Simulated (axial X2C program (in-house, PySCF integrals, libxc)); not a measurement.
**CsSe: cheaper levels and CCSD(T), with spin–orbit coupling**

Computed with an in-house all-electron X2C program for linear molecules (integrals from PySCF). Two-component (2c) means X2C with spin–orbit coupling and atomic mean-field two-electron Coulomb and Gaunt terms. Basis: Cs dyall-cv3z [15s15p9d4f1g], Se dyall-cv3z [8s9p6d4f1g] (cores contracted in-house); Gaussian nuclei, density fitting, unrestricted open shells. Masses: Cs 132.905 u, Se 79.917 u.

State: Ω = 3/2 (⟨Sz⟩ = 0.50, ⟨Lz⟩ = 1.00 at HF); fragments Cs + Se.

| level | Re (Å) | ωe (cm⁻¹) | De (eV) |
| --- | --- | --- | --- |
| PBE0 | 3.187 | 134.9 | 2.62 |
| HF | 3.319 | 124.9 | n/a |
| MP2 | 3.219 | 134.7 | 2.36 |
| CCSD | 3.241 | 132.7 | 2.32 |
| BP86 | 3.198 | 131.4 | 2.67 |

Correlated methods: 15 electrons correlated (number of frozen shells: Cs 4 s, 3 p, 2 d; Se 3 s, 2 p, 1 d), 311 virtual spin orbitals or spinors in MP2, 90 natural virtuals in coupled cluster.

CCSD(T), same Hamiltonian and basis:

Re = 3.234 Å, ωe = 133.3 cm⁻¹, De = 2.35 eV; T1 = 0.006 (Lee–Taylor normalisation).

(1) Give the differences from CCSD(T) in the columns below.

The state is one determinant whose occupation by symmetry is held fixed; it was picked as the lowest of a PBE0 search that is not exhaustive. Dissociation energies refer to the lowest single-determinant-based atoms at the same level and basis. De is not given where an atomic determinant may have missed its ground term or J level, or where the truncated virtual space spoils (T). Density functionals use the spin component along the axis (collinear). Coupled cluster ran in a truncated set of natural virtual spinors; the MP2 energy of the rest was added. (T) has no such correction and the atoms are truncated less, which lowers De at CCSD(T) by a hundredth of an eV or more. Other states lie close and PBE0, whose exact exchange favours high spin, may order them wrongly; the determinant shown need not be the ground state. The nearest other 2c determinant of the search, Ω = 1/2, lies 0.14 eV up at the distance of the search. Without a current term, density functionals place determinants with orbital angular momentum somewhat too high. At some level and bond length an empty orbital lies below a filled one.

## Answers

(1) 

```json
{"level": "PBE0", "ΔRe (Å)": "-0.047", "Δωe (cm⁻¹)": "1.6", "ΔDe (eV)": "0.27"}
{"level": "HF", "ΔRe (Å)": "0.085", "Δωe (cm⁻¹)": "-8.4", "ΔDe (eV)": "n/a"}
{"level": "MP2", "ΔRe (Å)": "-0.015", "Δωe (cm⁻¹)": "1.4", "ΔDe (eV)": "0.01"}
{"level": "CCSD", "ΔRe (Å)": "0.007", "Δωe (cm⁻¹)": "-0.6", "ΔDe (eV)": "-0.03"}
{"level": "BP86", "ΔRe (Å)": "-0.036", "Δωe (cm⁻¹)": "-1.9", "ΔDe (eV)": "0.32"}
```
